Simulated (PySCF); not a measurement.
CuBr2: Cu(II) (d9), charge 0. The structure is a PBE0-D3(BJ)/def2-TZVP geometry optimised for multiplicity 2; coordination linear, point group D∞h, metal–donor distances 2.20 Å.

The d shell alone is too small an active space for CuBr2 (Cu(II) with such soft donors has much ligand-hole, Cu(I)-like character): its levels, fitted parameters, g values and moments show what this model gives and aren't sound predictions.

Method (PySCF 2.14, density fitting): CASSCF(9,5) with orbitals averaged over all microstates of the shell, strongly contracted NEVPT2 on the averaged canonical orbitals; basis x2c-TZVPall on the metal, x2c-SVPall elsewhere; spin-free X2C; gas phase; spin-orbit coupling by state interaction with the mean-field operator over all roots.

CASSCF energies above the lowest CASSCF root:

| state | CASSCF / cm⁻¹ |
| --- | --- |
| 2Σg+ | 0 |
| 2Πg | 928 |
| 2Δg | 3274 |

Q: How does dynamic correlation (SC-NEVPT2) move these states?

A: 
```
state  NEVPT2 / cm⁻¹  shift / cm⁻¹
 2Σg+              0             0
  2Πg           1185          +257
  2Δg           5630         +2356
```

No frequencies were computed for the optimised geometry. Ligand-hole states mix strongly into such Cu(II) halides; the d shell alone makes them too ionic, overstates g shifts and moments and can put the wrong state lowest. NEVPT2 lifts 2Δg from 3274 to 5630 cm⁻¹; on the d shell alone such lifts tend to overshoot.
